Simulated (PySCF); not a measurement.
SMILES C=C[C@@H]1C[C@H]1[GeH2][PH2], C5H11GeP

Geometry:
| atom | x (Å) | y (Å) | z (Å) |
| --- | --- | --- | --- |
| C1 | -1.973 | 0.085 | -2.246 |
| C2 | -1.841 | -0.087 | -0.941 |
| C3 | -0.634 | -0.618 | -0.296 |
| C4 | -0.752 | -1.429 | 0.961 |
| C5 | -0.187 | -0.047 | 1.031 |
| Ge6 | 1.728 | 0.238 | 1.337 |
| P7 | 2.385 | 2.321 | 0.609 |
| H8 | -1.182 | -0.167 | -2.933 |
| H9 | -2.874 | 0.482 | -2.680 |
| H10 | -2.650 | 0.177 | -0.271 |
| H11 | 0.149 | -0.913 | -0.988 |
| H12 | -1.739 | -1.600 | 1.365 |
| H13 | -0.081 | -2.268 | 1.079 |
| H14 | -0.841 | 0.711 | 1.450 |
| H15 | 2.029 | 0.096 | 2.813 |
| H16 | 2.457 | -0.926 | 0.689 |
| H17 | 3.733 | 1.990 | 0.636 |
| H18 | 2.263 | 1.961 | -0.726 |

Computed, not measured: TDDFT CAM-B3LYP/def2-SVPD circular dichroism and optical rotation, one conformer, gas phase in PySCF 2.14.0. Geometry: GFN2-xTB.

The molecule is flexible and this is one conformer; a measurement averages over conformers. The calculation is non-relativistic, which matters for the atoms heavier than Zn.

Stereocentres: C3 S, C5 R.

(1) What is the specific rotation at 633, 589.3, 546, 436, 405, 365, 355 nm?

(2) And for the mirror image at 589.3 nm?

(3) What is the molar rotation [Φ] = [α]·M/100 of the geometry above at 589.3 nm?

Answers

(1) [α] in deg dm⁻¹ (g/mL)⁻¹:
| λ (nm) | origin-invariant length gauge | modified velocity gauge | length gauge (centre of mass) | isotropic polarisability (au) |
| --- | --- | --- | --- | --- |
| 633 | +85.6 | +88.0 | +84.9 | 121.7 |
| 589.3 | +102.1 | +105.0 | +101.2 | 122.3 |
| 546 | +123.9 | +127.6 | +122.8 | 123.1 |
| 436 | +230.8 | +238.6 | +228.8 | 126.6 |
| 405 | +289.5 | +299.7 | +286.9 | 128.3 |
| 365 | +409.3 | +424.7 | +405.6 | 131.2 |
| 355 | +452.0 | +469.2 | +447.8 | 132.1 |

(2) -102.1 deg dm⁻¹ (g/mL)⁻¹ (origin-invariant length gauge): the same size and the opposite sign.

(3) With M = 174.75 g/mol, +178.4 deg cm² dmol⁻¹ (origin-invariant length gauge).

The first excitation lies at 6.76 eV (184 nm) with R = +25.8 × 10⁻⁴⁰ esu² cm² (velocity form).
